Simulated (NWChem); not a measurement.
Plane-wave run on BeBr2 (rutile type)

```yaml
crystal:
  lattice:
    - [5.38926, 0.00000, 0.00000]
    - [0.00000, 5.38926, 0.00000]
    - [0.00000, 0.00000, 3.47071]
  atoms:
    - { symbol: Be, position: [0.00000, 0.00000, 0.00000] }
    - { symbol: Be, position: [0.50000, 0.50000, 0.50000] }
    - { symbol: Br, position: [0.30496, 0.30496, 0.00000] }
    - { symbol: Br, position: [0.80496, 0.19504, 0.50000] }
    - { symbol: Br, position: [0.19504, 0.80496, 0.50000] }
    - { symbol: Br, position: [0.69504, 0.69504, 0.00000] }
```

All runs are NWChem calculations. Origin of the cell: lattice set by a structure generator, not relaxed at this level; this structure type may not be the compound's usual one.

Norm-conserving pseudopotentials with valence charges Be 2, Br 7, fixed occupations, no spin-orbit coupling, density cut at twice the wavefunction cutoff.

The filled d shells of Br are in the core.

Level: LDA (Vosko), default library, cutoff 30 Ha, density from a 2×2×4 mesh. Bands run along Γ–X–M–Γ–Z–R–A–Z with k in units of the cell's reciprocal vectors.

Question: What gap does the band structure show, and how wide is the group of occupied bands?

Answer: It shows a direct gap along this path of 3.28 eV at Γ. The 16 occupied bands reach 17.3 eV below the valence-band top.
